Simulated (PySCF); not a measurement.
**Two-component Hartree-Fock for Ir+ (iridium, charge +1)**

Start: [Xe] 4f14 5d6 6s2; 5d3/2 filled at m_j = +3/2; 5d5/2 filled at m_j = -3/2, -1/2, +1/2, +3/2, +5/2. Calculated with PySCF 2.14 in x2c-TZVPall-2c: generalised Hartree-Fock with the X2C-1e Hamiltonian and a Gaussian nucleus; spin-orbit coupling (SO) screened by Boettger's factors. This is a chosen level, not necessarily the ground level.

```csv
spinor shell,electrons,"ε, screened SO (eV)",weight of nominal j (screened SO),"rms radius, screened SO (bohr)"
1s1/2,2,-76519.6,1.000,0.0197
2s1/2,2,-13540.1,1.000,0.0795
2p1/2,2,-12948.5,1.000,0.0675
2p3/2,4,-11315.2,1.000,0.0752
3s1/2,2,-3241.2,1.000,0.203
3p1/2,2,-2976.8,1.000,0.195
3p3/2,4,-2613.6,1.000,0.210
3d3/2,4,-2177.2,1.000,0.185
3d5/2,6,-2099.1,1.000,0.189
4s1/2,2,-735.49,1.000,0.450
4p1/2,2,-622.77,1.000,0.456
4p3/2,4,-535.67,1.000,0.490
4d3/2,4,-350.65,0.999,0.507
4d5/2,6,-333.71,1.000,0.519
5s1/2,2,-126.92,1.000,1.05
4f5/2,6,-95.796,0.988,0.586
4f7/2,8,-92.495,0.991,0.586
5p1/2,2,-90.188,0.957,1.15
5p3/2,4,-73.357,0.980,1.24
5d5/2,5,-25.337,0.467,1.70
5d3/2,1,-21.745,0.612,1.76
6s1/2,2,-16.596,0.982,2.94
```

| quantity | screened SO |
| --- | --- |
| E (hartree) | -17838.66658 |
| M_J | 4 |
| ⟨J²⟩ | 20.038 |
| ⟨L²⟩ | 6.916 |
| ⟨S²⟩ | 5.704 |

Each row is a mean over spinors that exchange with the open shell spreads, by up to 8.333 eV (5p3/2).

Rows whose weight is well below 1 are mixtures of j = l ± 1/2: exchange outweighs spin-orbit coupling there, and the label is only the starting occupation.

Breit and QED terms are absent; they matter most for the inner s and p1/2 levels.

Densities and radii are taken from the X2C orbitals without a picture-change correction, which distorts them close to the nucleus.
